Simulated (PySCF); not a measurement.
## Spinor energies of Co²⁺ (cobalt, charge +2)

Start: [Ar] 3d7; 3d3/2 filled at m_j = -3/2, -1/2, +1/2, +3/2; 3d5/2 filled at m_j = +1/2, +3/2, +5/2. Calculated with PySCF 2.14 in x2c-SVPall-2c: generalised Hartree-Fock with the X2C-1e Hamiltonian and a Gaussian nucleus; one run each with spin-orbit coupling (SO) switched off, then screened by Boettger's factors.

```csv
spinor shell,electrons,"ε, spin-free (eV)","ε, screened SO (eV)",weight of nominal j (screened SO),"rms radius, screened SO (bohr)"
1s1/2,2,-7793.1,-7793.1,1.000,0.0649
2s1/2,2,-983.33,-983.30,1.000,0.276
2p1/2,2,-841.43,-852.05,0.996,0.247
3s1/2,2,-144.47,-144.45,1.000,0.832
3p3/2,4,-101.31,-100.14,0.818,0.891
3p1/2,2,-101.31,-103.65,0.636,0.888
3d5/2,3,-37.018,-38.197,0.786,1.12
3d3/2,4,-37.018,-36.136,0.703,1.14
```

Question: Where does 2p3/2 lie, and what is the 2p spin-orbit splitting (screened SO)?

Answer: At -836.17 eV, 15.872 eV above 2p1/2.

| quantity | spin-free | screened SO |
| --- | --- | --- |
| E (hartree) | -1390.82858 | -1390.85057 |
| M_J | 9/2 | 9/2 |
| ⟨J²⟩ | 24.756 | 24.756 |
| ⟨L²⟩ | 12.003 | 12.019 |
| ⟨S²⟩ | 3.753 | 3.748 |

Each row is a mean over spinors that exchange with the open shell spreads, by up to 14.006 eV (3p3/2).

Rows whose weight is well below 1 are mixtures of j = l ± 1/2: exchange outweighs spin-orbit coupling there, and the label is only the starting occupation.

Without spin-orbit coupling the j labels of p, d and f shells carry no meaning; the spin-free column gives the mean over the occupied spinors of each nl shell.
